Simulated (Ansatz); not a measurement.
A nudged elastic band was laid between two geometries of Cl3H3HfOSi + ClH (11 atoms, charge 0, multiplicity 1).

The calculation used Ansatz 0.2.0, RHF/def2-SVP.

```
movable images  : 7
climbing image  : yes
spring          : 5.0 eV/Å²
optimiser       : quadratic models (default)
start path      : through a guess of the saddle point
force threshold : 0.5 eV/Å
iteration limit : 60
end points      : relaxed
```

Initial state:

```xyz
11
Properties=species:S:1:pos:R:3
Hf -0.267 0.142 -0.052
O -0.951 0.015 1.727
Si -1.504 -0.173 3.287
H -2.304 -1.410 3.368
H -0.347 -0.251 4.201
H -2.341 0.993 3.635
Cl 2.119 0.216 -0.004
Cl -1.058 2.186 -0.954
Cl -1.083 -1.637 -1.392
Cl 1.237 -3.033 1.862
H 2.329 -2.416 1.636
```

Final state:

```xyz
11
Properties=species:S:1:pos:R:3
Hf 0.468 -0.418 0.033
O -0.138 -0.715 2.271
Si -1.576 -0.450 3.178
H -2.344 -1.704 3.208
H -1.125 -0.078 4.532
H -2.290 0.641 2.508
Cl 1.154 -0.355 -2.236
Cl 0.569 1.905 0.546
Cl -1.741 -1.277 -0.315
Cl 2.271 -1.793 0.847
H 0.582 -1.123 2.740
```

Problem. Which bonds break or form, and what moves?

Solution. Bonds broken: Cl10–H11. Bonds formed: Hf1–Cl10, O2–H11. Cl3H3HfOSi + ClH becomes Cl4H4HfOSi.

Problem. Give the energies along the band, and the barrier.

Solution. The forces met the threshold. The highest image is number 3 of 0 to 8, 0.246 eV above the first end and 0.799 eV above the last; the last end lies 0.553 eV below the first. The threshold of 0.5 eV/Å is loose, so the images may lie well off the minimum-energy path. The order of the point at the top wasn't checked. The orbitals stay closed-shell, which can raise the energy where a bond breaks towards radicals; this wasn't checked here.

```json
{"image": "0", "path coordinate (Å)": "0.00", "energy (eV)": "0.000", "Cl10–H11 (Å)": "1.27", "Hf1–Cl10 (Å)": "4.00", "O2–H11 (Å)": "4.08"}
{"image": "1", "path coordinate (Å)": "1.04", "energy (eV)": "0.048", "Cl10–H11 (Å)": "1.26", "Hf1–Cl10 (Å)": "3.69", "O2–H11 (Å)": "3.75"}
{"image": "2", "path coordinate (Å)": "2.08", "energy (eV)": "0.094", "Cl10–H11 (Å)": "1.29", "Hf1–Cl10 (Å)": "3.57", "O2–H11 (Å)": "2.97"}
{"image": "3", "path coordinate (Å)": "3.13", "energy (eV)": "0.246", "Cl10–H11 (Å)": "1.28", "Hf1–Cl10 (Å)": "3.15", "O2–H11 (Å)": "2.12"}
{"image": "4", "path coordinate (Å)": "4.17", "energy (eV)": "0.162", "Cl10–H11 (Å)": "1.95", "Hf1–Cl10 (Å)": "2.64", "O2–H11 (Å)": "1.01"}
{"image": "5", "path coordinate (Å)": "5.22", "energy (eV)": "-0.332", "Cl10–H11 (Å)": "2.36", "Hf1–Cl10 (Å)": "2.45", "O2–H11 (Å)": "0.95"}
{"image": "6", "path coordinate (Å)": "6.28", "energy (eV)": "-0.443", "Cl10–H11 (Å)": "2.44", "Hf1–Cl10 (Å)": "2.43", "O2–H11 (Å)": "0.95"}
{"image": "7", "path coordinate (Å)": "7.34", "energy (eV)": "-0.517", "Cl10–H11 (Å)": "2.54", "Hf1–Cl10 (Å)": "2.42", "O2–H11 (Å)": "0.95"}
{"image": "8", "path coordinate (Å)": "8.41", "energy (eV)": "-0.553", "Cl10–H11 (Å)": "2.62", "Hf1–Cl10 (Å)": "2.41", "O2–H11 (Å)": "0.95"}
```

Problem. What is the geometry of the highest image?

Solution. 
```xyz
11
Properties=species:S:1:pos:R:3:forces:R:3
Hf 0.042 -0.186 0.022 -0.04 0.17 -0.19
O -0.360 -0.291 1.923 -0.16 0.07 0.06
Si -1.418 -0.212 3.210 0.04 0.01 -0.01
H -2.654 -0.931 2.842 -0.04 0.01 0.02
H -0.785 -0.883 4.369 0.02 0.01 -0.03
H -1.714 1.193 3.538 0.01 0.03 0.01
Cl 2.236 0.391 -0.736 -0.09 -0.01 0.08
Cl -1.212 1.751 -0.509 -0.01 -0.03 -0.04
Cl -1.051 -1.933 -1.162 0.06 0.01 0.00
Cl 1.700 -2.443 1.455 0.05 -0.10 0.02
H 1.046 -1.822 2.362 0.16 -0.19 0.08
```

Time of the run: 2.2 min on 4 threads of AMD EPYC 7R13 Processor (Zen 3), on a shared host, peak memory 0.54 GiB.
